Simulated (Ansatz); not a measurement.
Cartesian coordinates in Å:
```
F 1.383 -0.933 1.584
Si 0.171 -1.031 0.550
Si -1.304 0.750 0.947
O 0.811 -0.981 -0.991
C 1.231 0.104 -1.641
S 1.870 0.087 -3.112
H -0.412 -2.384 0.648
H -0.583 2.047 0.863
H -1.885 0.590 2.305
H -2.385 0.713 -0.071
H 1.102 1.037 -1.081
```

The species carries charge 0 and has multiplicity 1.

Task: List the PBE/def2-TZVPP orbital energies in eV (the Gaussian-basis code of Ansatz). (Best estimate.)

Result: Ansatz gave: Occupied: -2395.43, -1781.62, -1780.11, -660.42, -512.02, -272.28, -208.39, -154.51, -154.51, -154.28, -139.19, -137.91, -95.99, -95.94, -95.87, -94.64, -94.63, -94.63, -30.15, -27.36, -19.61, -15.88, -14.63, -13.70, -12.86, -11.59, -11.23, -10.68, -10.52, -10.14, -9.15, -9.14, -8.71, -7.58, -7.05, -5.66. Lowest empty: -2.89, -1.51, -1.47, -0.42, -0.15, 0.34, 0.66, 1.10.
